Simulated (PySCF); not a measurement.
PySCF 2.14 output of an unrestricted PBE0 calculation on a single atom or ion in aug-cc-pVQZ-PP with one added diffuse shell each of s, p, d, f, g type with ECP28MDF (8s8p6d4f3g, 117 functions), with scalar relativity through the core potential:

```
SCF conv_tol = 1e-09
number electrons alpha = 10  beta = 9
    C. Adamo and V. Barone.,  J. Chem. Phys. 110, 6158 (1999)
    M. Ernzerhof and G. E. Scuseria.,  J. Chem. Phys. 110, 5029 (1999)
cycle= 1 E= -212.348808542625  delta_E= -0.00321  |g|= 0.0279  |ddm|= 0.724
cycle= 2 E= -212.348909107222  delta_E= -0.000101  |g|= 0.0177  |ddm|= 0.154
cycle= 3 E= -212.348973711545  delta_E= -6.46e-05  |g|= 0.000435  |ddm|= 0.0382
cycle= 4 E= -212.34897376594  delta_E= -5.44e-08  |g|= 3.77e-06  |ddm|= 0.00312
cycle= 5 E= -212.348973765947  delta_E= -7.62e-12  |g|= 3.42e-07  |ddm|= 1.55e-05
converged SCF energy = -212.348973765947  <S^2> = 0.75035831  2S+1 = 2.0003583
```

The run itself started from symmetry-adapted Hartree-Fock orbitals and held the occupation by maximum overlap, on a logarithmic radial grid, so the iterations belong to that start.

Problem. Which element, charge and spin multiplicity is this?

Solution. Sn³⁺ (tin, charge +3), multiplicity 2; the state was [Kr] 4d10 5s1, 2S determinant.

Energies and moments cover only the electrons outside the core potential.
